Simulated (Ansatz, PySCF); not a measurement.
BBr2, SMILES [B-](Br)Br (connectivity only; charge and spin as stated), charge -1, multiplicity 1. Atoms are numbered in the order given.

```xyz
3

B      0.0000     0.0000    -1.2262
Br     0.0000     1.6762     0.0876
Br     0.0000    -1.6762     0.0876
```
Charge -1, spin multiplicity 1.

Geometry: B3LYP-D3(BJ)/def2-SVPD.

Estimates of the vertical detachment energy (IE) of the anion in eV. Rows of orbital energies are one-electron estimates, which approximate functionals can put far too low.

| level | IE |
|---|---|
| −ε(HOMO), −ε(LUMO), ωB97X/def2-TZVPD (PySCF) | 2.92 |
| −ε(HOMO), −ε(LUMO), PBE/def2-TZVPD (PySCF) | -0.18 |
| ADC(2)/aug-cc-pVDZ (PySCF) | 2.23 |
| ΔSCF, ωB97X-V/def2-SVPD (Ansatz), final states of multiplicity 2 | 2.58 |
| ΔSCF, PBE/def2-SVPD (Ansatz), final states of multiplicity 2 | 2.41 |

What vertical singlet–triplet gap does ΔSCF give with ωB97X-V/def2-SVPD (Ansatz, an electronic-structure program) and with PBE/def2-SVPD (Ansatz)? (The exact figures need the calculation; the answer reports its results.)

1.23 and 1.14 eV (triplet above singlet where positive).

Beyond the first one, list the lowest photoelectron lines from PySCF with ADC(2)/aug-cc-pVDZ with their pole strengths (two spins summed). (An estimate is asked for; the answer gives what the named calculation found.)

4.57 eV (1.78), 5.13 eV (1.78), 5.92 eV (1.78), 5.97 eV (1.75), 6.67 eV (1.76).
